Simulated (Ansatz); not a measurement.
Wavefunction ladder for C₈H₁₈F₂O₂Ti (`CC(C)(C)[O][Ti]([F])([F])[O]C(C)(C)C`)

Cartesian coordinates in Å:
```
C 3.361 0.754 -1.823
C 1.950 0.412 -1.373
C 1.742 -1.094 -1.326
C 0.915 1.079 -2.265
O 1.796 0.924 -0.059
Ti 0.850 1.134 1.411
F 0.579 2.864 1.696
F 1.732 0.429 2.780
O -0.692 0.326 1.250
C -1.903 -0.406 1.288
C -2.500 -0.387 -0.111
C -2.825 0.280 2.283
C -1.577 -1.824 1.727
H 3.509 1.836 -1.815
H 3.540 0.385 -2.835
H 4.093 0.301 -1.152
H 0.735 -1.328 -0.972
H 2.464 -1.556 -0.649
H 1.868 -1.532 -2.319
H 1.048 2.162 -2.256
H 1.010 0.727 -3.295
H -0.094 0.850 -1.915
H -3.448 -0.928 -0.128
H -1.821 -0.861 -0.823
H -2.681 0.640 -0.433
H -2.374 0.284 3.278
H -3.782 -0.242 2.340
H -3.009 1.313 1.982
H -2.487 -2.426 1.781
H -0.892 -2.296 1.020
H -1.106 -1.818 2.712
```

Total charge 0; spin multiplicity 1. Correlated methods include outer-core shells of Ti, which these sets cover unevenly. Scalar relativity is left out up to krypton. The geometry is a stationary point of PBE0-D4/def2-TZVP. It is one conformer, not always the lowest. Frozen core, restricted reference, the Gaussian-basis code of Ansatz.

| basis | HF (Eh) | MP2 corr. | CCSD corr. | (T) | CCSD(T) total |
| --- | --- | --- | --- | --- | --- |
| def2-SVP | -1510.07732 | -2.22257 | -2.31940 | -0.08106 | -1512.47778 |
| def2-TZVPP | -1510.97569 | -2.81790 | -2.88898 | -0.12736 | -1513.99203 |
| def2-QZVPP | -1511.02133 | -3.02590 | – | – | – |
